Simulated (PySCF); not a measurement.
All values below come from TPSSh-D3(BJ)/def2-TZVP // CAM-B3LYP-D3(BJ)/def2-TZVP (PySCF 2.14.0). Isolated molecules, 0 K electronic values unless said otherwise. One relaxed conformer stands for a flexible species; it need not be the lowest. 

Reference species (SMILES): `B/C=C/C(=C)C` (neutral, multiplicity 1).

The LUMO is -2.58 eV, the HOMO–LUMO gap is 4.10 eV and the S1 oscillator strength is 0.714.

After one change: the LUMO stays essentially unchanged; the HOMO–LUMO gap falls by 0.04 eV; the S1 oscillator strength drops by 0.238.

### Question
What was changed between the two runs? The new species is one of these.
A) `B/C=C(/C)C=C`
B) `B/C(C=C)=C\C`
C) `B/C=C\C(=C)C`
D) `B/C=C/C=C/C`

### Answer
A, `B/C=C(/C)C=C`
